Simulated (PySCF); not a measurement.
**Relaxation of singlet MoO2I2**

These are results of PySCF, PBE0, basis Mo def2-SVP with ECP28, O def2-SVP, I def2-SVP with ECP28 (scalar-relativistic core potentials, no spin–orbit coupling, density fitting), not measurements. A (50,194) grid was used.

A hand-made tetrahedral start, of C2v symmetry, held to at least that symmetry:

Coordinates in bohr (charge 0 multiplicity 1):
```
Mo    0.0000    0.0000   -1.7936
O     0.0000    2.7465   -3.7355
O     0.0000   -2.7465   -3.7355
I     4.1816    0.0000    1.1627
I    -4.1816    0.0000    1.1627
```

At each step, columns x, y, z (Å) and Fx, Fy, Fz (eV/Å):

```
step 0  E − E(last) = 82.58 kJ/mol
Mo   0.000   0.000  -0.949   0.000   0.000  -4.647
O    0.000   1.453  -1.977   0.000  -4.457   3.104
O    0.000  -1.453  -1.977   0.000   4.457   3.104
I    2.213   0.000   0.615  -1.039   0.000  -0.780
I   -2.213   0.000   0.615   1.039   0.000  -0.780
step 1  E − E(last) = 7.10 kJ/mol
Mo   0.000   0.000  -0.977   0.000   0.000   2.462
O    0.000   1.347  -1.922   0.000   0.608  -0.791
O    0.000  -1.347  -1.922   0.000  -0.608  -0.791
I    2.172   0.000   0.575  -0.497   0.000  -0.440
I   -2.172   0.000   0.575   0.497   0.000  -0.440
step 2  E − E(last) = 0.82 kJ/mol
Mo   0.000   0.000  -0.930   0.000   0.000  -0.096
O    0.000   1.332  -1.928   0.000  -0.126   0.217
O    0.000  -1.332  -1.928   0.000   0.126   0.217
I    2.168   0.000   0.557  -0.187   0.000  -0.170
I   -2.168   0.000   0.557   0.187   0.000  -0.170
step 3  E − E(last) = 0.07 kJ/mol
Mo   0.000   0.000  -0.923   0.000   0.000  -0.018
O    0.000   1.334  -1.914   0.000   0.037   0.035
O    0.000  -1.334  -1.914   0.000  -0.037   0.035
I    2.162   0.000   0.540  -0.008   0.000  -0.026
I   -2.162   0.000   0.540   0.008   0.000  -0.026
step 4  E − E(last) = 0.00 kJ/mol
Mo   0.000   0.000  -0.923   0.000   0.000  -0.003
O    0.000   1.339  -1.908   0.000  -0.007   0.004
O    0.000  -1.339  -1.908   0.000   0.007   0.004
I    2.163   0.000   0.534   0.012   0.000  -0.002
I   -2.163   0.000   0.534  -0.012   0.000  -0.002
step 5  E − E(last) = 0.00 kJ/mol
Mo   0.000   0.000  -0.922   0.000   0.000   0.004
O    0.000   1.339  -1.908   0.000  -0.001  -0.001
O    0.000  -1.339  -1.908   0.000   0.001  -0.001
I    2.165   0.000   0.533   0.009   0.000  -0.001
I   -2.165   0.000   0.533  -0.009   0.000  -0.001
```

It ends at C2v with Mo–I 2.609 Å (×2), Mo–O 1.662 Å (×2); I–Mo–I 112.4°, I–Mo–O 109.3° (×4), O–Mo–O 107.1° (after a last refinement on a finer grid). A frequency run shows a minimum. Other isomers or separated fragments may lie lower.

The relaxation took of the order of 80 core-seconds on a shared host.
